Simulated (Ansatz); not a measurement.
Wavefunction ladder for `[BH2][Ga]([CH3])[BH]O`

```json
{"atom": "B1", "x (Å)": "1.6548", "y (Å)": "-1.4009", "z (Å)": "1.2295"}
{"atom": "Ga2", "x (Å)": "0.2694", "y (Å)": "-0.2021", "z (Å)": "0.2797"}
{"atom": "C3", "x (Å)": "-0.4503", "y (Å)": "-0.6864", "z (Å)": "-1.5205"}
{"atom": "B4", "x (Å)": "-0.5557", "y (Å)": "1.6497", "z (Å)": "0.9888"}
{"atom": "O5", "x (Å)": "-1.3948", "y (Å)": "2.3538", "z (Å)": "0.1932"}
{"atom": "H6", "x (Å)": "2.8379", "y (Å)": "-1.2587", "z (Å)": "1.0859"}
{"atom": "H7", "x (Å)": "1.3377", "y (Å)": "-2.2759", "z (Å)": "1.9876"}
{"atom": "H8", "x (Å)": "-1.5444", "y (Å)": "-0.6500", "z (Å)": "-1.5225"}
{"atom": "H9", "x (Å)": "-0.1431", "y (Å)": "-1.6747", "z (Å)": "-1.8627"}
{"atom": "H10", "x (Å)": "-0.1019", "y (Å)": "0.0452", "z (Å)": "-2.2581"}
{"atom": "H11", "x (Å)": "-0.3529", "y (Å)": "2.1611", "z (Å)": "2.0579"}
{"atom": "H12", "x (Å)": "-1.5567", "y (Å)": "1.9389", "z (Å)": "-0.6591"}
```

Total charge 0; spin multiplicity 1. Correlated methods include outer-core shells of Ga, which these sets cover unevenly. Scalar relativity is left out up to krypton. The structure was optimised at the PBE0-D4/def2-TZVP level. It is one conformer, not always the lowest. Frozen core, restricted reference, Ansatz.

```tsv
basis	HF (Eh)	MP2 corr.
def2-SVP	-2089.03318	-0.70842
def2-TZVPP	-2089.47525	-0.84680
def2-QZVPP	-2089.52309	-1.13802
```

**Question.** Estimate the CCSD correlation energy and the (T) correction in each basis where they were run (hartree).

**Answer.** 
```tsv
basis	CCSD corr.	(T)
def2-SVP	-0.75333	-0.02231
def2-TZVPP	-0.88778	-0.03439
```
